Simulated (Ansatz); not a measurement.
Mulliken charges of CH₄BOS, SMILES `CO[B]S` radical from ωB97M-V/def2-TZVPP in Ansatz (PBE0-D4/def2-TZVP geometry).

```json
{"atom": "C1", "x (Å)": "-0.482", "y (Å)": "0.704", "z (Å)": "0.895", "charge (e)": "-0.203"}
{"atom": "O2", "x (Å)": "-1.064", "y (Å)": "-0.187", "z (Å)": "-0.053", "charge (e)": "-0.220"}
{"atom": "B3", "x (Å)": "-0.355", "y (Å)": "-0.862", "z (Å)": "-0.950", "charge (e)": "0.044"}
{"atom": "S4", "x (Å)": "1.438", "y (Å)": "-0.791", "z (Å)": "-1.147", "charge (e)": "-0.169"}
{"atom": "H5", "x (Å)": "0.040", "y (Å)": "1.515", "z (Å)": "0.382", "charge (e)": "0.138"}
{"atom": "H6", "x (Å)": "-1.288", "y (Å)": "1.114", "z (Å)": "1.501", "charge (e)": "0.133"}
{"atom": "H7", "x (Å)": "0.221", "y (Å)": "0.168", "z (Å)": "1.537", "charge (e)": "0.138"}
{"atom": "H8", "x (Å)": "1.491", "y (Å)": "-1.660", "z (Å)": "-2.166", "charge (e)": "0.138"}
```

**Question.** By hand: the dipole of these point charges (1 e Å = 4.8032 D).

**Answer.** Σ q r = (0.144, 0.145, 0.148) e Å, of length 0.252 e Å = 1.21 D.

**Question.** How does the dipole of the full density compare? (An estimate is asked.)

**Answer.** Computed: (0.132, 0.186, 0.196) e Å, 1.44 D; the point charges give 0.84 times that, at 9° from its direction.

Point charges leave out the atoms' own dipoles, such as those of lone pairs, and Mulliken's split depends on the basis, so the two needn't agree.
